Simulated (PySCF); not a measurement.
Si(H)2(Me)(NCO) (C2H5NOSi), SMILES C[SiH2]N=C=O.

Geometry optimised at ωB97X-D3(BJ)/def2-SVP. Other conformers were not sampled.

Level of theory: PySCF with CAM-B3LYP/def2-TZVP.

```json
{
  "total_energy": "-498.75319 hartree",
  "point_group": "Cs",
  "highest_occupied_level": "-9.83 eV",
  "lowest_empty_level": "1.32 eV",
  "orbital_gap": "11.14 eV",
  "dipole_moment": "2.78 D",
  "quadrupole, principal values (traceless, Buckingham form, about the centre of nuclear charge)": "-6.34, 2.94, 3.40 D·Å",
  "mean_static_polarisability": "57.8 bohr³ (8.56 Å³)",
  "polarisability_principal_values": "44.8, 49.3, 79.2 bohr³"
}
```
